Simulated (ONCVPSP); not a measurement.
As: ONCV pseudisation with PBE, scalar-relativistic reference atom.

The input file (ONCVPSP 4.0.1):

```
# ATOM AND REFERENCE CONFIGURATION
# atsym  z   nc   nv     iexc    psfile
  As 33.00    3    5        4      upf
#
#   n    l    f
    1    0    2.00
    2    0    2.00
    2    1    6.00
    3    0    2.00
    3    1    6.00
    3    2   10.00
    4    0    2.00
    4    1    3.00
#
# PSEUDOPOTENTIAL AND OPTIMIZATION
# lmax
    3
#
#   l,   rc,      ep,       ncon, nbas, qcut
    0    0.85    0.00    3    7   13.90
    1    1.15    0.00    4    7   13.40
    2    1.15    0.00    4    9   13.60
    3    1.05    0.27    4    7   10.30
#
# LOCAL POTENTIAL
# lloc, lpopt,  rc(5),   dvloc0
    4    5    0.65    4.00
#
# VANDERBILT-KLEINMAN-BYLANDER PROJECTORs
# l, nproj, debl
    0    2    1.70
    1    2    3.40
    2    2    3.30
    3    1    0.50
#
# MODEL CORE CHARGE
# icmod, fcfact, rcfact
    3    5.25    1.55
#
# LOG DERIVATIVE ANALYSIS
# epsh1, epsh2, depsh
   -8.00    5.00    0.04
#
# OUTPUT GRID
# rlmax, drl
    6.00    0.01
#
# TEST CONFIGURATIONS
# ncnf
    4
# nvcnf
#   n    l    f
    5
    3    0    2.00
    3    1    6.00
    3    2   10.00
    4    0    2.00
    4    1    2.00
#
    5
    3    0    2.00
    3    1    6.00
    3    2   10.00
    4    0    2.00
    4    1    1.00
#
    5
    3    0    2.00
    3    1    6.00
    3    2   10.00
    4    0    2.00
    4    1    0.00
#
    5
    3    0    2.00
    3    1    6.00
    3    2   10.00
    4    0    1.00
    4    1    4.00
#
```

Command:

```bash
oncvpsp.x < As.dat > As.out
```

The program printed (shortened: citation, most of the input echo, consistency checks and plot data are left out):

```
ONCVPSP  (Optimized Norm-Conservinng Vanderbilt PSeudopotential)
scalar-relativistic version 4.0.1

#   n    l    f        energy (Ha)
    1    0    2.00    -4.3068475E+02
    2    0    2.00    -5.4637418E+01
    2    1    6.00    -4.7908348E+01
    3    0    2.00    -6.9936029E+00
    3    1    6.00    -4.9125576E+00
    3    2   10.00    -1.4936966E+00
    4    0    2.00    -5.3265325E-01
    4    1    3.00    -1.9091332E-01

Reference configufation results
  iterations    23
  all-electron total energy (Ha)   -2.26080651D+03

Begin loop to  construct optimized pseudo wave functions
and semi-local pseudopoentials for all angular momenta

Calculating optimized projector #   1

 for l=   0

    Fraction of norm inside rc  0.871753
    Optimizing pswf for qcut=  13.89 a_B^-1,  ecut=  96.50 Ha
    Residual kinetic energy error=  8.51D-06 Ha

    Energy error per electron        Cutoff
         Ha          eV             Ha
         0.01000     0.27211       58.69
         0.00100     0.02721       73.36
         0.00010     0.00272       84.57
         0.00001     0.00027       96.08

Calculating optimized projector #   2

 for l=   0

    Fraction of norm inside rc  0.041996
    Optimizing pswf for qcut=  13.89 a_B^-1,  ecut=  96.50 Ha
    Residual kinetic energy error=  3.55D-06 Ha

    Energy error per electron        Cutoff
         Ha          eV             Ha
         0.01000     0.27211       46.39
         0.00100     0.02721       66.70
         0.00010     0.00272       80.38
         0.00001     0.00027       91.41

Calculating optimized projector #   1

 for l=   1

    Fraction of norm inside rc  0.966731
    Optimizing pswf for qcut=  13.40 a_B^-1,  ecut=  89.76 Ha
    Residual kinetic energy error=  1.23D-07 Ha

    Energy error per electron        Cutoff
         Ha          eV             Ha
         0.01000     0.27211       49.16
         0.00100     0.02721       60.77
         0.00010     0.00272       70.06
         0.00001     0.00027       77.95

Calculating optimized projector #   2

 for l=   1

    Fraction of norm inside rc  0.045964
    Optimizing pswf for qcut=  13.40 a_B^-1,  ecut=  89.76 Ha
    Residual kinetic energy error=  3.64D-08 Ha

    Energy error per electron        Cutoff
         Ha          eV             Ha
         0.01000     0.27211       36.07
         0.00100     0.02721       50.28
         0.00010     0.00272       62.41
         0.00001     0.00027       72.59

   Wellstate for l =  2  n =  5
     eigenvalue =   1.8063
     asymptotic potential =   2.3063
     half-point radius =  3.4238

Calculating optimized projector #   1

 for l=   2

    Fraction of norm inside rc  0.905150
    Optimizing pswf for qcut=  13.62 a_B^-1,  ecut=  92.70 Ha
    Residual kinetic energy error=  1.18D-05 Ha

    Energy error per electron        Cutoff
         Ha          eV             Ha
         0.01000     0.27211       67.31
         0.00100     0.02721       77.75
         0.00010     0.00272       85.61
         0.00001     0.00027       97.25

Calculating optimized projector #   2

 for l=   2

    Fraction of norm inside rc  0.051119
    Optimizing pswf for qcut=  13.62 a_B^-1,  ecut=  92.70 Ha
    Residual kinetic energy error=  1.53D-05 Ha

    Energy error per electron        Cutoff
         Ha          eV             Ha
         0.01000     0.27211       61.52
         0.00100     0.02721       74.99
         0.00010     0.00272       85.26
         0.00001     0.00027       97.79

   Wellstate for l =  3  n =  4
     eigenvalue =   0.2700
     asymptotic potential =   0.7700
     half-point radius = 11.2028

Calculating optimized projector #   1

 for l=   3

    Fraction of norm inside rc  0.000033
    Optimizing pswf for qcut=  10.29 a_B^-1,  ecut=  52.91 Ha
    Residual kinetic energy error=  7.72D-08 Ha

    Energy error per electron        Cutoff
         Ha          eV             Ha
         0.01000     0.27211        0.77
         0.00100     0.02721        1.91
         0.00010     0.00272        5.91
         0.00001     0.00027       18.39

Construct Vanderbilt / Kleinmman-Bylander projectors

B matrix Hermiticity error, ll=   0
   1   2    1.3749E-03

  Orthonormal projector coefficients  2.8774E+01  3.6355E+00

B matrix Hermiticity error, ll=   1
   1   2    6.4686E-04

  Orthonormal projector coefficients -1.7340E+01  4.1319E+00

B matrix Hermiticity error, ll=   2
   1   2   -4.2281E-04

  Orthonormal projector coefficients -9.8617E+00 -4.3902E+00

Model core correction analysis
  based on d2Exc/dn_idn_j

d2excae - all-electron derivatives

   -4.789461D-02   -4.498544D-02   -3.667713D-02   -3.087581D-03
   -1.536763D-03
   -4.498557D-02   -4.389239D-02   -3.629966D-02   -3.513911D-03
   -1.737064D-03
   -3.667743D-02   -3.629983D-02   -3.593891D-02   -5.796840D-03
   -2.811461D-03
   -3.087456D-03   -3.513734D-03   -5.796507D-03   -3.124703D-02
   -2.436467D-02
   -1.536754D-03   -1.737038D-03   -2.811369D-03   -2.436428D-02
   -2.496708D-02

d2excps - pseudofunction derivatives with no core correction

   -5.108066D-02   -4.685960D-02   -3.863595D-02   -3.807702D-03
   -1.858581D-03
   -4.686016D-02   -4.502282D-02   -3.869614D-02   -3.925528D-03
   -1.935002D-03
   -3.863622D-02   -3.869621D-02   -3.698114D-02   -5.616027D-03
   -2.765853D-03
   -3.807359D-03   -3.925380D-03   -5.615690D-03   -3.127489D-02
   -2.438632D-02
   -1.858618D-03   -1.934989D-03   -2.765760D-03   -2.438593D-02
   -2.497790D-02

rms 2nd derivative error    1.271753E-03

rmatch, rhocmatch    0.3057  113.1914

Teter function model core charge with specified parameters

d2excps - pseudofunction derivatives with core correction

   -4.128924D-02   -4.042857D-02   -3.639180D-02   -2.831966D-03
   -1.465055D-03
   -4.042857D-02   -3.998296D-02   -3.664383D-02   -3.295300D-03
   -1.632452D-03
   -3.639179D-02   -3.664382D-02   -3.608042D-02   -5.384573D-03
   -2.637303D-03
   -2.831829D-03   -3.295119D-03   -5.384234D-03   -3.117987D-02
   -2.434887D-02
   -1.465037D-03   -1.632422D-03   -2.637209D-03   -2.434847D-02
   -2.496030D-02

rms 2nd derivative error    2.015241E-03

Pseudoatom total energy -322.602613

Diagnostic tests using Vanderbilt-Kleinman-Bylander pseudopotentials
  1 or more projectors used as specified by nproj input data

   l    rcore       rmatch      e in        delta e   norm test  slope test

   0   0.8502856   0.8761021  -6.9936029   0.0000315   1.0003297   1.0003494
   0   0.8502856   0.8761021  -0.5326533   0.0000407   1.0001521   1.0001264

   1   1.1536175   1.1886438  -4.9125576  -0.0016998   1.0011453   1.0009021
   1   1.1536175   1.1886438  -0.1909133  -0.0001112   0.9994017   1.0001443

   2   1.1536175   1.1886438  -1.4936966  -0.0000125   1.0002196   1.0002450
   2   1.1536175   1.1886438   1.8063034   0.0000836   1.0003182   1.0003182

   3   1.0546106   1.0866308   0.2700000   0.0001373   1.0000054   1.0000054

 Testing for bound ghosts
   n   l    E NL Schr. Eq   E Basis Diag.   E Cutoff

   1   0       -6.993571       -6.993578    261.76
   2   0       -0.532613       -0.132092    261.76

   2   1       -4.914257       -4.914254    168.74
   3   1       -0.191025       -0.019760    168.74

   3   2       -1.493709       -1.493487    333.77

 Testing for highly-localized positive-energy ghosts
       l    <radius>/rc     E Basis Diag.   E Cutoff

Test configuration 0

   n   l     f        eae           eps        diff
   1   0  2.0000 -430.68474654
   2   0  2.0000  -54.63741766
   2   1  6.0000  -47.90834793
   3   0  2.0000   -6.99360286   -6.99357132    3.15D-05
   3   1  6.0000   -4.91255763   -4.91425746   -1.70D-03
   3   2 10.0000   -1.49369658   -1.49370907   -1.25D-05
   4   0  2.0000   -0.53265325   -0.53261253    4.07D-05
   4   1  3.0000   -0.19091332   -0.19102454   -1.11D-04

    Total energies and differences
      AE_ref= -2.26080651D+03  AE_tst= -2.26080651D+03  dif=  0.00D+00
      PS_ref= -3.22602613D+02  PS_tst= -3.22602613D+02  dif= -1.48D-12
      PSP excitation error=  1.48D-12

Test configuration 1

   n   l     f        eae           eps        diff
   1   0  2.0000 -431.04793338
   2   0  2.0000  -54.99773572
   2   1  6.0000  -48.26903610
   3   0  2.0000   -7.35274464   -7.35299260   -2.48D-04
   3   1  6.0000   -5.27167127   -5.27357794   -1.91D-03
   3   2 10.0000   -1.85213267   -1.85228307   -1.50D-04
   4   0  2.0000   -0.85830378   -0.85832496   -2.12D-05
   4   1  2.0000   -0.49022998   -0.49041273   -1.83D-04

    Total energies and differences
      AE_ref= -2.26080651D+03  AE_tst= -2.26047028D+03  dif=  3.36D-01
      PS_ref= -3.22602613D+02  PS_tst= -3.22266189D+02  dif=  3.36D-01
      PSP excitation error= -1.95D-04

Test configuration 2

   n   l     f        eae           eps        diff
   1   0  2.0000 -431.48242963
   2   0  2.0000  -55.42607330
   2   1  6.0000  -48.69813149
   3   0  2.0000   -7.77848885   -7.77927822   -7.89D-04
   3   1  6.0000   -5.69728781   -5.69956928   -2.28D-03
   3   2 10.0000   -2.27619489   -2.27655190   -3.57D-04
   4   0  2.0000   -1.22918273   -1.22927201   -8.93D-05
   4   1  1.0000   -0.83306953   -0.83332446   -2.55D-04

    Total energies and differences
      AE_ref= -2.26080651D+03  AE_tst= -2.25981179D+03  dif=  9.95D-01
      PS_ref= -3.22602613D+02  PS_tst= -3.21607386D+02  dif=  9.95D-01
      PSP excitation error= -5.11D-04

Test configuration 3

   n   l     f        eae           eps        diff
   1   0  2.0000 -431.97662462
   2   0  2.0000  -55.91023323
   2   1  6.0000  -49.18349980
   3   0  2.0000   -8.25834629   -8.26000638   -1.66D-03
   3   1  6.0000   -6.17686237   -6.17973681   -2.87D-03
   3   2 10.0000   -2.75313011   -2.75379936   -6.69D-04
   4   0  2.0000   -1.63281311   -1.63299651   -1.83D-04

    Total energies and differences
      AE_ref= -2.26080651D+03  AE_tst= -2.25879371D+03  dif=  2.01D+00
      PS_ref= -3.22602613D+02  PS_tst= -3.20588863D+02  dif=  2.01D+00
      PSP excitation error= -9.53D-04

Test configuration 4

   n   l     f        eae           eps        diff
   1   0  2.0000 -430.74810593
   2   0  2.0000  -54.69860503
   2   1  6.0000  -47.96944350
   3   0  2.0000   -7.05614089   -7.05663532   -4.94D-04
   3   1  6.0000   -4.97483366   -4.97693768   -2.10D-03
   3   2 10.0000   -1.55439446   -1.55477160   -3.77D-04
   4   0  1.0000   -0.56486363   -0.56481964    4.40D-05
   4   1  4.0000   -0.21454709   -0.21465031   -1.03D-04

    Total energies and differences
      AE_ref= -2.26080651D+03  AE_tst= -2.26046043D+03  dif=  3.46D-01
      PS_ref= -3.22602613D+02  PS_tst= -3.22256656D+02  dif=  3.46D-01
      PSP excitation error=  1.22D-04
```

The run took about 3.5 s on one core of a shared server CPU.
